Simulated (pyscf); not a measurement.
PySCF, gas phase, ωB97X-D3(BJ)/def2-SVP geometries. Correlated levels are frozen-core, on RHF or UHF. ΔMP2 is the change of the MP2 total energy from the triple- to the quadruple-zeta basis.

Task: PBE/def2-TZVP puts the barrier of SnH₂ (SMILES [SnH2]) [singlet] + GeH₄ (SMILES [GeH4]) → SnH₄ (SMILES [SnH4]) + GeH₂ (SMILES [GeH2]) [singlet] (concerted two-bond exchange; singlet surface; Ge–H, Ge–H broken, H–Sn, H–Sn formed) at 105.8 kJ/mol and the reaction energy at +95.8 kJ/mol, from the separated reactants. What do B3LYP-D3(BJ)/def2-TZVP, PBE0-D3(BJ)/def2-TZVP, CCSD(T)/def2-TZVPP + ΔMP2(QZVPP) give on the same structures?

Result: B3LYP-D3(BJ): ΔE‡ = 138.7 kJ/mol, ΔE = +94.1 kJ/mol; PBE0-D3(BJ): ΔE‡ = 123.5 kJ/mol, ΔE = +95.0 kJ/mol; CCSD(T): ΔE‡ = 144.5 kJ/mol, ΔE = +92.7 kJ/mol. PBE's barrier lies under all of them, by 17.8 to 38.7 kJ/mol. Its reaction energy matches one of them and lies within 3.1 kJ/mol of the others. Low barriers are usual for a GGA, whose delocalisation error favours stretched bonds. On the reactant side the descent ends in a bound adduct, 34.6 kJ/mol under the separated species and 184.3 kJ/mol under the saddle at ωB97X-D3(BJ)/def2-TZVP. On the product side the descent ends in an adduct with a Ge–Sn, Ge–H contact, 64.9 kJ/mol under the separated species and 126.2 kJ/mol under the saddle at ωB97X-D3(BJ)/def2-TZVP. What is counted as broken (Ge–H) persists as a longer contact in the product adduct; parting that adduct is a step of its own. The same reactants have a lower exit, to H₃Ge–SnH₃ (barrier +54.6 kJ/mol at ωB97M-D3(BJ)/def2-TZVP, against +165.4 kJ/mol here). This is the saddle that the search found; another between the same sides may lie lower. The CCSD(T) − MP2 part came from Ansatz, without density fitting, on the same reference. The frozen core leaves the outer d or s,p core shells of the metals and heavy elements correlated in the MP2 and CC values, and def2-TZVPP describes them poorly, which can shift differences by a few kcal/mol. Elements up to Kr have no core potential and no relativistic terms here. Elements past Kr carry the def2 core potentials, without spin-orbit coupling.
